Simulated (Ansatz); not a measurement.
# Cost against result

Saddle point of SiH4BrOF, singlet (SiH₃OF ([OH][SiH2][F]) + HBr → SiH₃BrO ([OH][SiH2][Br]) + HF; bonds formed: Si1–Br7, F2–H6; bonds broken: Si1–F2, H6–Br7), PBE0-D4/def2-TZVP structure:

```tsv
atom	x (Å)	y (Å)	z (Å)
Si1	-0.5279	-0.1028	-0.1084
F2	1.3501	0.0358	0.3774
H3	-0.3917	-1.3627	-0.8542
H4	-1.6423	0.7960	-0.4417
O5	-0.8609	-0.3216	1.4790
H6	1.5747	0.5499	-0.5123
Br7	0.7555	1.2424	-1.9578
H8	-0.2575	-0.8370	2.0180
```

Barriers are electronic and count from the start structure reached by relaxing down the imaginary mode.

Computed with Ansatz 0.2.0 (basis: as named in each row); correlated methods freeze the cores. Filled d shells of the heavier atoms are correlated. The def2 sets are not built for correlating such inner shells, so the correlated values are less sure here. B3LYP uses VWN-RPA correlation. Extrapolation: Hartree–Fock as exp(−7.88 √X), correlation as X^−2.97.

Times are rough, for one single point on 4 threads of a shared host (Arm Neoverse V1).

The estimate by CCSD(T) at an estimated basis limit (MP2 extrapolated from triple and quadruple zeta, plus CCSD(T) − MP2 in triple zeta) is 162.1 kJ/mol.

```tsv
method	basis	time (s)	barrier (kJ/mol)	method less estimate
HF	STO-3G	under 1	129.3	-32.8
PBE-D4	STO-3G	under 1	-9.4	-171.5
SPW92	def2-SVP	under 1	87.0	-75.0
PBE-D4	def2-SVP	under 1	114.7	-47.4
B3LYP-D4	6-31G	under 1	115.2	-46.8
SPW92	def2-TZVPP	1	98.6	-63.4
PBE0-D4	def2-SVP	1	130.7	-31.4
PBE-D4	def2-TZVPP	2	124.3	-37.8
BLYP-D4	def2-TZVPP	2	146.7	-15.4
B3LYP-D4	def2-TZVPP	2	157.4	-4.6
BHLYP-D4	def2-TZVPP	2	175.4	13.3
PBE0-D4	def2-TZVPP	2	140.3	-21.8
CAM-B3LYP-D4	def2-TZVPP	3	162.8	0.8
r2SCAN-D4	def2-TZVPP	4	140.6	-21.4
RPA on PBE	def2-TZVPP	4	168.4	6.4
r2SCAN0-D4	def2-TZVPP	4	149.8	-12.2
wB97M-V	def2-SVP	4	139.4	-22.7
CCSD(T)	def2-SVP	4	172.6	10.6
B2PLYP	def2-TZVPP	4	162.4	0.3
PBE-QIDH	def2-TZVPP	4	153.6	-8.4
wB97X-V	def2-TZVPP	6	158.1	-4.0
wB97M-V	def2-TZVPP	8	150.5	-11.6
B97M-V	def2-TZVPP	8	164.9	2.9
MP2	def2-QZVPP	16	156.7	-5.3
CCSD(T)	def2-TZVPP	110	167.2	5.1
```

All methods are single points on the PBE0-D4 structures; a negative value means that the method puts the saddle structure below the start.

T1 diagnostic: at most 0.011.

Labels in which every atom is bracketed show which atoms are joined, not bond orders.
